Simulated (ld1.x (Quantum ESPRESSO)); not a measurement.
## Varying the RRKJ potential for Sn

Base potential:

Sn, norm-conserving RRKJ (Kleinman–Bylander form), made with ld1.x (Quantum ESPRESSO) 7.5 (revPBE, scalar-relativistic). Core [Ar] 3d10, reference 4s2 4p6 4d10 5s2 5p2. Waves: 4p (bound): rc 1.45 bohr; 4d (bound): rc 1.65 bohr; 4s (bound): rc 0.85 bohr. Local part: the s channel. Core correction: a·sin(br)/r model core, default radius (core density twice the valence density). rho0 = 0.005.

Occupied shells without a wave of their own: 5p, 5s. They enter only through the test configuration that unscreens the potential, and ld1.x also counts them in the model core charge.

Cutoffs, loose and tight: the cutoffs (Ry, on a coarse ladder) from which the occupation-weighted sum of valence levels, in a spherical-Bessel basis at the reference potential, stays within 10 and 1 mRy of its value at 400 Ry. They do not see the model core or the augmentation charge, which bear on the density cutoff. Test errors are all-electron minus pseudo excitation energies from the reference, over the configurations 4s2 4p6 4d10 5s2 5p1; 4s2 4p6 4d10 5s2 5p0; 4s2 4p6 4d10 5s1 5p0; 4s2 4p6 4d9 5s2 5p3; 4s2 4p6 4d10 5s0 5p4; 4s2 4p6 4d10 5s2 5p2.3; 4s2 4p6 4d10 5s0 5p0. A dash means not determined; rows that change the core or the reference have their own tests.

With those shells counted twice in exchange and correlation these files are broken, and their errors move erratically; no question is asked of them.

Cutoffs are not given where the Bessel-basis levels miss the radial ones by over 6 mRy, ghosts where they miss by over 20 mRy; a channel whose overlap is not positive is not tested.

The default core radius of the base comes out at 0.53 bohr.

```csv
change,outcome,"cutoff, loose","cutoff, tight",bound ghosts,largest test error (meV)
base,"generated, misses its reference levels by 0.27 eV",180 Ry,over 300 Ry,none,-4648
core correction a·sin(br)/r model core inside 0.56 bohr,"generated, misses its reference levels by 0.27 eV",180 Ry,over 300 Ry,none,-4648
fully relativistic,"generated, misses its reference levels by 0.58 eV",–,–,none,-6004
wave 4s (bound): rc 0.85 bohr becomes 4s (bound): rc 1.04 bohr,"generated, misses its reference levels by 0.59 eV",160 Ry,260 Ry,none,-6400
type TM; local potential the p channel; rho0 0,"generated, misses its reference levels by 0.56 eV",180 Ry,over 300 Ry,none,-6283
wave 4p (bound): rc 1.45 bohr becomes 4p (bound): rc 1.08 bohr,"generated, misses its reference levels by 0.19 eV",200 Ry,over 300 Ry,none,-3229
functional BP86,"generated, misses its reference levels by 0.27 eV",180 Ry,over 300 Ry,none,-4881
wave 4d (bound): rc 1.65 bohr becomes 4d (bound): rc 1.76 bohr,"generated, misses its reference levels by 0.27 eV",180 Ry,over 300 Ry,none,-4653
functional PBE,"generated, misses its reference levels by 0.27 eV",180 Ry,over 300 Ry,none,-4478
functional BLYP,"generated, misses its reference levels by 0.27 eV",180 Ry,over 300 Ry,none,-4028
"type PAW; waves now 4s (bound): rc 0.85 bohr; 5s (bound): rc 0.85 bohr; 4p (bound): rcut 1.25, rcutus 1.45 bohr; 5p (bound): rcut 1.25, rcutus 1.45 bohr; 4d (bound): rcut 1.45, rcutus 1.65 bohr; 4d channel at -1.2 Ry: rcut 1.45, rcutus 1.65 bohr; local potential all-electron potential smoothed inside 0.65 bohr (lloc = -1); augmentation BESSEL, radius 0.90 bohr; rho0 0",failed: invmat: error in DGETRF,–,–,–,–
wave 4d (bound): rc 1.65 bohr becomes 4d (bound): rc 1.54 bohr,"generated, misses its reference levels by 0.27 eV",180 Ry,over 300 Ry,none,-4643
```
